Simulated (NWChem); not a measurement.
# MgNH$_{3}$O; SMILES [NH2][Mg][OH]

```xyz
6

Mg     0.0001    -0.0452    -0.0105
O     -0.0006    -1.8119     0.0242
H      0.0042    -2.7465    -0.1501
N     -0.0002     1.8416     0.0078
H     -0.8160     2.4468     0.0133
H      0.8162     2.4461     0.0144
```
Atoms are numbered in this order, from 1.

Geometry: optimised at PBE0/def2-SVP.

Q: List the 6 lowest vertical singlet excitations from PBE0/def2-SVPD, TDA (NWChem).

A: 
```tsv
state	energy (eV)	oscillator strength	leading excitation (squared amplitude)
S1	4.13	0.054	HOMO → LUMO (0.99)
S2	5.41	0.000	HOMO → LUMO+1 (0.96)
S3	5.68	0.054	HOMO−1 → LUMO (0.98)
S4	5.71	0.068	HOMO−2 → LUMO (0.97)
S5	5.76	0.017	HOMO → LUMO+2 (0.92)
S6	6.10	0.023	HOMO → LUMO+3 (0.92)
```
